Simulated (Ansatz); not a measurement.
`[SiH3][SiH2][GeH3]` + H₂Se → `[SiH3][SeH]` + `[SiH3][GeH3]` at 700 K and 1 bar (cleavage of the Si–Si bond).

Isolated molecules relaxed with PBE0-D4/def2-TZVP in Ansatz; ΔE leaves out vibrations. CCSD(T)/CBS is the MP2 limit (def2-TZVPP, def2-QZVPP) plus CCSD(T) − MP2 in def2-TZVPP, frozen cores. For Ge, Se outer-core shells are correlated without core-valence functions, which leaves a few kJ/mol of doubt a bond. Scalar relativity is left out up to krypton.

```
             species  CCSD(T)/CBS energy (Eh)  H − E (kJ/mol)  S (J/(mol·K))
`[SiH3][SiH2][GeH3]`              -2659.06477           256.6          497.5
                H₂Se              -2401.89790            61.1          251.1
       `[SiH3][SeH]`              -2692.20088           133.3          356.0
      `[SiH3][GeH3]`              -2368.78170           184.9          383.3
```

H − E and S are ideal-gas, rigid-rotor, harmonic terms from PBE0-D4/def2-TZVP. 1 Eh = 2625.50 kJ/mol, R = 8.31446 J/(mol·K).

By hand: ΔE, ΔH, ΔS and ΔG.

ΔE = (-2692.20088) + (-2368.78170) − (-2659.06477) − (-2401.89790) = -0.01991 Eh = -52.3 kJ/mol. Δ(H − E) = 133.3 + 184.9 − 256.6 − 61.1 = 0.5, so ΔH = -51.8 kJ/mol. ΔS = 356.0 + 383.3 − 497.5 − 251.1 = -9.3 J/(mol·K). ΔG = -51.8 − 700 × (-9.3)/1000 = -45.3 kJ/mol.

By hand: the equilibrium constant, and the temperature at which ΔG would vanish if ΔH and ΔS stayed fixed.

log₁₀ K = −ΔG/(RT ln 10) = 3.4. ΔG = 0 at ΔH/ΔS = 5570 K, far beyond where these terms or the molecules hold.

The number of gas molecules stays the same, so ΔS is small and ΔH decides. A doubt of 5 kJ/mol in ΔE shifts log₁₀ K by 0.4 here. These are equilibria of isolated gas molecules and say nothing of rates. Largest T1 diagnostic: 0.013 (customary marks: 0.02 for closed shells, 0.045 for open ones).
